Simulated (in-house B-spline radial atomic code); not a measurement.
## CAM-B3LYP excitations of V5+

Method: CAM-B3LYP. Computed with an all-electron radial atomic-structure program (B-spline basis): linear response of the closed shell [Ne] 3s2 3p6 with the functional's adiabatic kernel; non-relativistic, point nucleus, no spin-orbit coupling, no double excitations, S, P, D and F terms only. Only terms of natural parity with L up to 3 were computed.

Command:
```bash
python run_td.py task.json out
```
Settings (radii: box in bohr, nucleus in fm):
```
Z                        23
electrons                18
configuration            [Ne] 3s2 3p6
hamiltonian              nr
method                   camb3lyp
box_radius               16.35
intervals                52
```

Run time, properties included: 1.1 s on 1 thread of Arm Neoverse N1 (shared host).

The lowest states, in the order of their Tamm-Dancoff energies; the method's threshold (minus the highest occupied level) is 121.79 eV. Labels give the largest channel, * marks a mixed state, and oscillator strengths are full-response dipole values. Semilocal kernels can invert the small singlet-triplet splittings of Rydberg terms. Energies in eV:

```
     state  full response  Tamm-Dancoff  oscillator strength
3p → 3d 3P          37.96         38.10                    -
3p → 3d 3F          38.57         38.78                    -
3p → 3d 1F          42.16         42.17                    -
3p → 3d 1P              ?             ?                    ?
3p → 4s 3P          65.37         65.39                    -
3p → 4s 1P          66.30         66.36                 0.23
3s → 3d 3D          66.93         67.00                    -
3s → 3d 1D          71.38         71.49                    -
3p → 4p 3S          72.24         72.27                    -
3p → 4p 3D          72.95         72.96                    -
3p → 4p 1D          73.65         73.66                    -
3p → 4p 1S          76.96         77.23                    -
3p → 4d 3P          84.33         84.34                    -
3p → 4d 3F              ?             ?                    -
3p → 4d 1F          84.89         84.89                    -
3p → 4d 1P          85.82         85.99               0.0674
```

(1) Where does 3p → 4d 3F lie?

(2) Where does 3p → 3d 1P lie?

(3) How large is the singlet-triplet splitting of 3p → 3d (F terms) in Tamm-Dancoff?

(4) What polarisabilities and dispersion coefficient does the method give?

Answers

(1) At 84.48 eV in full response, 84.49 eV in Tamm-Dancoff.

(2) At 54.50 eV in full response, 56.96 eV in Tamm-Dancoff, oscillator strength 3.79.

(3) 3.38 eV, from the unrounded values.

(4) Dipole 1.09 bohr³, quadrupole 1.168 bohr⁵, C6 1.98 hartree·bohr⁶ for two such species.
